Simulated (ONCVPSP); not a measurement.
osmium (Os), ONCV: configuration errors across variants

- Element: osmium
- Generator: ONCVPSP 4.0.1
- Type: optimised norm-conserving Vanderbilt (ONCV)
- Functional: PBE
- Relativity: scalar-relativistic
- Frozen core: [Kr] 4d10 4f14
- Valence charge: 16
- Reference configuration: 5s2 5p6 5d6 6s2
- Partial waves: 5s+6s: rc 1.65 bohr, ncon 4, nbas 9, qcut 6.2 1/bohr, 2 projectors; 5p: rc 1.25 bohr, ncon 4, nbas 7, qcut 5.7 1/bohr, 3 projectors, debl 1.3 Ha; 5d: rc 1.60 bohr, ncon 3, nbas 6, qcut 5.4 1/bohr, 2 projectors, debl 1.4 Ha; f scattering state at 0.29 Ha: rc 1.75 bohr, ncon 4, nbas 9, qcut 6.4 1/bohr, 3 projectors, debl 0.7 Ha
- Local potential: polynomial inside 0.90 bohr (lpopt 5, dvloc0 0 Ha)
- Core correction: Teter function, fcfact 5.25, rcfact 1.4

In the p channel the program set the typed energies aside and used -1.868, 0.250, 1.550 Ha.

All-electron excitation energies from the reference (eV): (1) 5s2 5p6 5d6 6s1 9.577; (2) 5s2 5p6 5d6 6s0 26.492; (3) 5s2 5p6 5d5 6s0 55.339; (4) 5s2 5p6 5d7 6s0 9.039.

A true bound ghost makes a file unfit for plane-wave use even where its test errors are small: the radial tests pick states by their node count and pass the ghost by.

Errors AE − PS in meV (a dash: test not solved or not reliable):

| change | (1) | (2) | (3) | (4) | bound ghosts | GHOST(+) flags above zero |
| --- | --- | --- | --- | --- | --- | --- |
| base | -4.9 | -17 | -20 | -21 | s, p, f | p, f |
| all radii but the core radius scaled by about 0.77 (s 1.28, p 0.96, d 1.24, f 1.36 bohr); local potential polynomial inside 0.70 bohr (lpopt 5, dvloc0 0 Ha) | -4.1 | -13 | -14 | -19 | s, p, f | p, d, f |
| s: ncon 5, nbas 10 | -4.8 | -16 | -19 | -20 | s, p, f | p, f |
| p: rc 1.08 | -4.9 | -16 | -20 | -20 | s, p, f | p, f |
| s: qcut 4; p: qcut 3.7; d: qcut 3.5; f: qcut 4.1 | -5.7 | -21 | -31 | -20 | s, p, f | p, d, f |
| f: nbas 8 | -4.9 | -17 | -20 | -21 | s, p, f | p, f |

Question: Give the same row for: local potential polynomial inside 0.90 bohr (lpopt 5, dvloc0 2.5 Ha).

Answer: -5.3, -18, -21, -23; bound ghosts: s, p, f; GHOST(+) flags above zero: f.
